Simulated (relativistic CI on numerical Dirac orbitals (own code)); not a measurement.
What each ingredient does to the levels of Os⁷³⁺

Base calculation: Dirac-Coulomb-Breit CI, orbitals from a KLI potential per configuration, a model potential for QED, unscaled Slater integrals.

CI space (outside the closed core 1s2): 2s, 2p, 3s, 3p, 3d, 4s, 4p, 4d, 4f, 5s, 5p, 5d, 5f, 5g, 6s, 6p, 6d. Levels of other configurations are missing.

Variants: (1) valence Slater integrals scaled by 0.9; (2) non-relativistic limit. Shifts of the energy above 2s ²S1/2, in eV, for the lowest level and the first level of each name with at least 55 % of one term (blank where a level changes its place among those of its configuration and J or its character, or is not in the variant):

```
    Level     Base  Δ(1)     Δ(2)
 2s ²S1/2      0.0   0.0      0.0
2p ²P°1/2    203.2   0.0    -60.9
2p ²P°3/2   1901.5   0.0  -1759.1
 3s ²S1/2  11857.4   0.0  -1363.6
3p ²P°1/2  11912.0   0.0  -1378.3
3p ²P°3/2  12418.6   0.0  -1884.9
 3d ²D3/2  12430.8   0.0  -1880.1
 3d ²D5/2  12572.3   0.0  -2021.6
 4s ²S1/2  15912.5   0.0  -1763.2
4p ²P°1/2  15934.5   0.0  -1768.7
4p ²P°3/2  16146.7   0.0  -1980.9
 4d ²D3/2  16151.9   0.0  -1979.1
 4d ²D5/2  16211.9   0.0  -2039.1
4f ²F°5/2  16212.1   0.0  -2038.9
4f ²F°7/2  16241.1   0.0  -2067.9
 5s ²S1/2  17754.1   0.0  -1916.7
5p ²P°1/2  17765.0   0.0  -1919.3
5p ²P°3/2  17872.9   0.0  -2027.1
 5d ²D3/2  17875.5   0.0  -2026.2
 5d ²D5/2  17906.3   0.0  -2057.0
5f ²F°5/2  17906.4   0.0  -2056.8
 5g ²G7/2  17921.3   0.0  -2071.7
```

At this charge energies of transitions that change n are usually good to better than 1 %, and those within a shell (Δn = 0) to a few per cent.

Ionisation energy from the two ground configurations alone: base 20919 eV. The NIST ASD value (theoretical) is 20920.6 eV.
